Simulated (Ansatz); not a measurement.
## Energy profile

The step: SnN₂H₆ ([NH2][SnH2][NH2]) → SnNH₃ ([NH][SnH2]) + NH₃ (still joined by a long Sn–N bond); bonds formed: N2–H4; bonds broken: N3–H4; bonds weakened to dative contacts: Sn1–N2 (atoms numbered as in the saddle structure below).

```
9
angstrom
Sn -0.7492 0.4301 0.6508
N 1.1450 -0.4406 -0.0280
N -1.0409 -0.2208 -1.1786
H 0.3937 -0.4817 -0.9575
H -0.4429 2.0442 1.1645
H -1.1608 -0.5310 2.0098
H 1.9436 0.1664 -0.1676
H 1.4666 -1.3307 0.3348
H -1.5554 0.3641 -1.8282
```

Electronic energies by CCSD(T) at an estimated basis limit (MP2 extrapolated from triple and quadruple zeta, plus CCSD(T) − MP2 in triple zeta), on PBE0-D4/def2-TZVP structures; SnN$_{2}$H$_{6}$, singlet; no counterpoise correction. Program: Ansatz 0.2.0. Basis: def2-TZVPP and def2-QZVPP. Cores are frozen in the correlated methods. Filled d shells of the heavier atoms are correlated. Core potentials replace the inner electrons of the atoms past krypton. The def2 sets are not built for correlating such inner shells, so the correlated values are less sure here. Extrapolation: Hartree–Fock as exp(−7.88 √X), correlation as X^−2.97.

Give the profile in eV, counted from the start structure. (To be estimated.)

By the calculation:
```tsv
point	eV
start structure	0.000
saddle	1.974
end structure	1.638
separated: SnNH$_{3}$ (linked as [NH][SnH2]; Sn1, N3, H5, H6, H9; singlet) + NH$_{3}$ (N2, H4, H7, H8; singlet)	2.291
```

The T1 diagnostic stays at or below 0.025. The restricted Hartree–Fock reference is unstable towards an unrestricted one at one or more of these structures.

For scale, one of the runs: CCSD(T)/def2-TZVPP, 196 basis functions, launched by `ansatz run in.yaml --threads 4 --pin off --events-out ev --progress --plain --max-ram 9574MiB`. The run took 78 s on 4 CPU threads of an Intel Xeon (shared host), with 2.6 GiB of host memory at its peak.
